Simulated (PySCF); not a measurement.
**SMILES C#CC([SiH3])=C=C[SiH3], C$_{5}$H$_{8}$Si$_{2}$**

Geometry:
| atom | x (Å) | y (Å) | z (Å) |
| --- | --- | --- | --- |
| C1 | 0.692 | 0.147 | 3.353 |
| C2 | 0.175 | 0.030 | 2.261 |
| C3 | -0.507 | -0.066 | 1.014 |
| Si4 | -2.277 | 0.594 | 0.915 |
| C5 | 0.033 | -0.594 | -0.071 |
| C6 | 0.540 | -1.058 | -1.181 |
| Si7 | 1.464 | 0.058 | -2.374 |
| H8 | 1.163 | 0.244 | 4.313 |
| H9 | -3.144 | -0.145 | 1.879 |
| H10 | -2.288 | 2.044 | 1.268 |
| H11 | -2.773 | 0.398 | -0.478 |
| H12 | 0.427 | -2.127 | -1.407 |
| H13 | 2.901 | -0.343 | -2.450 |
| H14 | 0.872 | -0.067 | -3.741 |
| H15 | 1.353 | 1.466 | -1.898 |

Method: quadratic response CAM-B3LYP/aug-cc-pVDZ first hyperpolarisability, Taylor convention, gas phase in PySCF 2.14.0. Geometry: PBE0-D3(BJ)/def2-SVP.

(1) Give the tensor of the second harmonic β(−2ω;ω,ω) at 1907 nm in the axes of these coordinates.

## Answers

(1) In au, Taylor convention; rows are the first index (the induced dipole):
|  | xx | yy | zz | xy | xz | yz |
| --- | --- | --- | --- | --- | --- | --- |
| x | +73.0 | +1.8 | -80.1 | -29.5 | +14.7 | -5.4 |
| y | -29.6 | -38.0 | +12.1 | +1.9 | -5.7 | +11.3 |
| z | +13.4 | +11.2 | +59.3 | -5.1 | -80.7 | +12.1 |

Norm of βᵢ = ⅓ Σⱼ (βᵢⱼⱼ + βⱼᵢⱼ + βⱼⱼᵢ): 101.5 au, hyper-Rayleigh value 63.4 au.
